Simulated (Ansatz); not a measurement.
Reaction (ligand exchange at the In–O bond): `[F][In]([F])[O][SiH3]` + CH₃OH → `C[O][In]([F])[F]` + silanol

Isolated molecules relaxed with PBE0-D4/def2-TZVP in Ansatz; ΔE leaves out vibrations. CCSD(T)/CBS adds triple-zeta CCSD(T) − MP2 to the extrapolated MP2 energy (def2 sets, frozen cores). This one scheme is used for every species. DFT in def2-TZVPP. Elements past krypton have def2 core potentials. For In outer-core shells are correlated without core-valence functions, which leaves a few kJ/mol of doubt a bond. One conformer a species, not always the lowest.

```tsv
species	r2SCAN-D4 energy (Eh)
`[F][In]([F])[O][SiH3]`	-756.50994
CH₃OH	-115.70611
`C[O][In]([F])[F]`	-505.07936
`O[SiH3]`	-367.13151
```

(1) Work out ΔE.

Largest T1 diagnostic among the species: 0.017.

## Answers

(1) ΔE = (-505.07936) + (-367.13151) − (-756.50994) − (-115.70611) = 0.00518 Eh = +0.14 eV. CCSD(T)/CBS gives +0.20 eV.

From PBE to PBE0 (25 % exact exchange), in def2-TZVPP and without D4, ΔE moves by +0.07 eV. At CCSD(T), def2-SVP lies +0.06 eV from the extrapolated value and def2-TZVPP +0.00 eV. In def2-TZVPP, CCSD(T) changes the Hartree–Fock value by −0.09 eV (the triples alone add −0.02 eV) and MP2 by −0.10 eV.
